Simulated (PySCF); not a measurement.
Computed IR spectrum (relative IR intensity) of a molecule C₄H₇ClSi. Geometry optimised at PBE-D3(BJ)/def2-SVP. One conformer was computed; it need not be the lowest. These are PBE-D3(BJ)/def2-SVP in PySCF values and carry that method's errors. Frequencies are harmonic and unscaled.

Lines under 2 % of the strongest are left out, and lines within 2 cm⁻¹ are merged.

```csv
ν (cm⁻¹),relative intensity
480,8.2
533,26
558,5.7
587,7.0
795,16
836,100
909,31
915,9.9
1104,3.2
1401,3.4
1419,2.2
2001,49
2162,38
2200,27
2964,7.1
3042,2.1
3079,2.1
```

### Question
Which molecule gave these data?
(A) CC1=C[Si@H](Cl)C1
(B) C=C1CC[Si@H]1Cl
(C) C=C=C(C)[SiH2]Cl
(D) C=CC(=C)[SiH2]Cl

### Answer
C, C=C=C(C)[SiH2]Cl
